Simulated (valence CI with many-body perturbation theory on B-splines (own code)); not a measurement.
**La⁶⁺ in three bases**

Computed by relativistic CI+MBPT: five valence electrons over a frozen Dirac-Fock core [Kr] 4d10, radial functions for each j: 7 s, 7 p, 7 d, 7 f, 4 g, 2 h, with the one-electron correlation potential Σ1, the two-electron term Σ2, the three-electron term Σ3, Breit, model QED; selected CI, second order for the rest, scaled by the run's own slope (own B-spline code, finite nucleus).

With an open or low-lying f shell, different configurations can be misplaced against each other by up to about 5,000 cm⁻¹. No measured levels were compared; by estimate levels hold to about 250 cm⁻¹ or 0.2 % of their energy and the worst to 1 %, as in measured heavy ions of charge 2 to 7; those with d or f electrons hold less well. Among the levels kept, up to 1200 cm⁻¹ of a level comes from second order outside the variational space, and about a tenth of that is noise between levels of different J, which matters for small intervals.

The reference run has the lowest level (5s^2 5p1/2^2 5p3/2) J=3/2 and an ionisation energy of 89.2708 eV. Its largest variational space holds 20000 state functions.

Levels are named by their leading jj configuration (3d3/2^4 stands for four electrons in 3d with j = 3/2), which in mixed levels can hold well under half, so a name can repeat and another be missing. Letters in brackets count levels of one name in rising energy.

Changed runs:
A. basis 5 s, 5 p, 5 d, 5 f, 2 g
B. basis 4 s, 4 p, 4 d, 4 f

Excitation energies of the reference run in cm⁻¹, and shifts in cm⁻¹:

| Level | Reference | A | B |
| --- | --- | --- | --- |
| (5s^2 5p1/2 5p3/2^2) J=3/2 | 19909 | +42 | +156 |
| (5s^2 5p1/2 5p3/2^2) J=5/2 | 27066 | +66 | +237 |
| (5s^2 5p1/2 5p3/2^2) J=1/2 | 40848 | +130 | +574 |
| (5s^2 5p3/2^3) J=3/2 | 57788 | +94 | +399 |
| (4f5/2 5s^2 5p1/2^2) J=5/2 | 112950 | +605 | +1627 |
| (4f7/2 5s^2 5p1/2^2) J=7/2 | 116598 | +627 | +1657 |
| (4f5/2 5s^2 5p1/2 5p3/2) J=7/2 [a] | 128593 | +553 | +1468 |
| (4f5/2 5s^2 5p1/2 5p3/2) J=5/2 [a] | 128904 | +577 | +1495 |
| (4f7/2 5s^2 5p1/2 5p3/2) J=7/2 [a] | 131504 | +582 | +1493 |
| (4f7/2 5s^2 5p1/2 5p3/2) J=9/2 [a] | 131548 | +571 | +1523 |
| (4f5/2 5s^2 5p1/2 5p3/2) J=3/2 [a] | 133198 | +575 | +1500 |
| (4f7/2 5s^2 5p1/2 5p3/2) J=5/2 [a] | 134195 | +571 | +1453 |
| Ionisation energy (eV) | 89.2708 | -0.0208 | -0.0845 |
